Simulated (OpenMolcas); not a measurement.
## O3+: effect of the basis set

* Program: OpenMolcas 26.06
* Method: CASSCF
* Active space: 3 electrons in 4 orbitals (2s 2p)
* State averaging: 2S+1 = 4 odd, 1 root; 2S+1 = 2 odd, 11 roots; 2S+1 = 4 even, 3 roots; 2S+1 = 2 even, 9 roots
* Spin-orbit coupling: RASSI with atomic mean-field integrals over the reference wave functions, term energies averaged over their components

A. ANO-R1 [3s2p1d], X2C, finite nucleus; cost of the order of 7 core-seconds
B. ANO-RCC-VTZP [4s3p2d1f], DKH2, point nucleus; cost roughly 11 core-seconds
C. ANO-L-VTZP [4s3p2d1f], non-relativistic, point nucleus; cost of the order of 13 core-seconds
D. ANO-R2 [4s4p2d1f], X2C, finite nucleus; cost of the order of 13 core-seconds
E. ANO-R3 [4s4p2d1f], X2C, finite nucleus; cost of the order of 13 core-seconds
F. ANO-RCC-VQZP [5s4p3d2f1g], DKH2, point nucleus; cost roughly 19 core-seconds

Energies in cm⁻¹ above 2s² 2p ²P°_1/2, the measured ground level; measured values from Moore, Selected Tables of Atomic Spectra, NSRDS-NBS 3, section 10.

```json
{"Level": "2s² 2p ²P°_1/2", "A": "0.0", "B": "0.0", "C": "0.0", "D": "0.0", "E": "0.0", "F": "0.0", "Measured": "0.0"}
{"Level": "2s² 2p ²P°_3/2", "A": "338", "B": "359", "C": "356", "D": "351", "E": "351", "F": "353", "Measured": "386"}
{"Level": "2s 2p² ⁴P_1/2", "A": "59948", "B": "65509", "C": "64937", "D": "65332", "E": "65332", "F": "65323", "Measured": "71440"}
{"Level": "2s 2p² ⁴P_3/2", "A": "60069", "B": "65640", "C": "65067", "D": "65457", "E": "65457", "F": "65450", "Measured": "71570"}
{"Level": "2s 2p² ⁴P_5/2", "A": "60271", "B": "65857", "C": "65282", "D": "65665", "E": "65665", "F": "65661", "Measured": "71756"}
{"Level": "2s 2p² ²D_3/2", "A": "124468", "B": "132699", "C": "132222", "D": "132790", "E": "132790", "F": "132809", "Measured": "126950"}
{"Level": "2s 2p² ²D_5/2", "A": "124469", "B": "132700", "C": "132223", "D": "132791", "E": "132791", "F": "132810", "Measured": "126936"}
{"Level": "2s 2p² ²S_1/2", "A": "160848", "B": "169166", "C": "168708", "D": "169221", "E": "169221", "F": "169316", "Measured": "164366"}
{"Level": "2s 2p² ²P_1/2", "A": "179475", "B": "191593", "C": "191191", "D": "191817", "E": "191817", "F": "191920", "Measured": "180481"}
{"Level": "2s 2p² ²P_3/2", "A": "179711", "B": "191845", "C": "191440", "D": "192064", "E": "192064", "F": "192169", "Measured": "180724"}
{"Level": "2p³ ⁴S°_3/2", "A": "213479", "B": "228880", "C": "227738", "D": "228828", "E": "228828", "F": "228891", "Measured": "231538"}
{"Level": "2p³ ²D°_3/2", "A": "249699", "B": "265357", "C": "264249", "D": "265367", "E": "265367", "F": "265466", "Measured": "255185"}
{"Level": "2p³ ²D°_5/2", "A": "249701", "B": "265359", "C": "264251", "D": "265369", "E": "265369", "F": "265467", "Measured": "255156"}
{"Level": "2p³ ²P°_1/2", "A": "285264", "B": "301631", "C": "300614", "D": "301724", "E": "301724", "F": "301892", "Measured": "289015"}
{"Level": "2p³ ²P°_3/2", "A": "285281", "B": "301649", "C": "300632", "D": "301742", "E": "301742", "F": "301909", "Measured": "289024"}
```

Deviations, from unrounded energies. A percentage is the sum of absolute deviations over the sum of measured energies, with the sign that they share, or ± where signs differ.

```
                  Against measurement  Levels      A     B     C     D     E     F
       mean absolute deviation (cm-1)      14   5800  7500  7200  7600  7600  7600
fine structure of the ground term (%)       1  -12.5  -6.9  -7.7  -9.0  -9.0  -8.4
             other configurations (%)      13   -3.5  ±4.5  ±4.4  ±4.6  ±4.6  ±4.6
```

A lies closest to measurement on these levels and F furthest from it. The largest miss of A in the table is 2p³ ⁴S°_3/2, by -18000 cm-1. The ranking rests on the paired levels alone, and a cruder setting can come out closer through cancelling errors.

Among A to F the level of the table that moves most is 2p³ ²P°_3/2, by 17000 cm-1 (lowest in A, highest in F).

The basis is small and was not contracted for so high a charge (holds for A). Computed and measured levels are paired by configuration, term and J; levels that our copy of the source lacks, or whose pairing is in doubt (as where it misses far off the trend of its configuration), stay unpaired and out of the deviations. Only configurations of the active space appear.

° marks odd parity.
